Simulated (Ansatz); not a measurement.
Geometry optimisation, Ansatz 0.2.0, RHF/def2-SVP.

Input file:

```yaml
crystal:
  periodic: [false, false, false]
  atoms:
    - { symbol: Ga, position_ang: [0.0, 0.0, 0.0] }
    - { symbol: H, position_ang: [0.0, 0.0, 1.92] }
    - { symbol: C, position_ang: [1.7147, 0.0, -0.99] }
    - { symbol: H, position_ang: [2.0443, -1.0462, -1.1602] }
    - { symbol: H, position_ang: [1.5782, 0.508, -1.9674] }
    - { symbol: H, position_ang: [2.4842, 0.5381, -0.3982] }
    - { symbol: H, position_ang: [-1.3596, 0.0, -0.785] }
    - { symbol: F, position_ang: [0.0896, 1.8959, 0.6306] }
    - { symbol: H, position_ang: [0.048, 1.0157, 1.7717] }
basis:
  gaussian: { orbitals: def2-SVP }
hamiltonian:
  xc: hf
relax:
  f_tol: 0.15
  max_steps: 25
  restrain:
    - { distance: [0, 7], at: 2.9, k: 30.0 }
    - { distance: [8, 1], at: 1.86, k: 30.0 }
    - { distance: [0, 1], at: 1.57, k: 30.0 }
    - { distance: [8, 7], at: 0.92, k: 30.0 }
```

Launched with:

```bash
$ ansatz run input.yaml --threads 1 --pin off --max-ram 2048MiB --backend cpu --events-out ev --progress --plain --runs-dir out
```

Q: Where does it end, and by what steps?

A: The forces met the threshold. The restraints hold the end off the free minimum. After 9 steps the energy has fallen by 1.469 eV (the restraints' own energy left out); F8 moved furthest, 0.83 Å. Parted: Ga1–F8. Joined: Ga1–H2, F8–H9.

```json
{"step": "0", "energy less start (eV)": "0.0000", "largest force component (eV/Å)": "3.048", "accepted": "yes"}
{"step": "1", "energy less start (eV)": "0.1517", "largest force component (eV/Å)": "3.581", "accepted": "yes"}
{"step": "2", "energy less start (eV)": "-0.8555", "largest force component (eV/Å)": "2.954", "accepted": "yes"}
{"step": "3", "energy less start (eV)": "-1.0664", "largest force component (eV/Å)": "2.548", "accepted": "yes"}
{"step": "4", "energy less start (eV)": "-1.3755", "largest force component (eV/Å)": "0.765", "accepted": "yes"}
{"step": "5", "energy less start (eV)": "-1.4076", "largest force component (eV/Å)": "0.870", "accepted": "yes"}
{"step": "6", "energy less start (eV)": "-1.4412", "largest force component (eV/Å)": "0.430", "accepted": "yes"}
{"step": "7", "energy less start (eV)": "-1.4392", "largest force component (eV/Å)": "0.552", "accepted": "no"}
{"step": "8", "energy less start (eV)": "-1.4554", "largest force component (eV/Å)": "0.428", "accepted": "yes"}
{"step": "9", "energy less start (eV)": "-1.4691", "largest force component (eV/Å)": "0.331", "accepted": "yes"}
```

```xyz
9
Properties=species:S:1:pos:R:3
Ga 0.009 -0.177 -0.078
H 0.005 -0.197 1.500
C 1.736 -0.109 -1.048
H 2.114 -1.122 -1.216
H 1.627 0.368 -2.023
H 2.489 0.435 -0.475
H -1.385 -0.287 -0.801
F 0.015 2.366 1.310
H -0.009 1.634 1.853
```

Whether the end is a true minimum wasn't checked by a vibrational analysis.

The run took 20 s on 1 thread of Arm Neoverse V2 (shared host), peak memory 0.17 GiB.
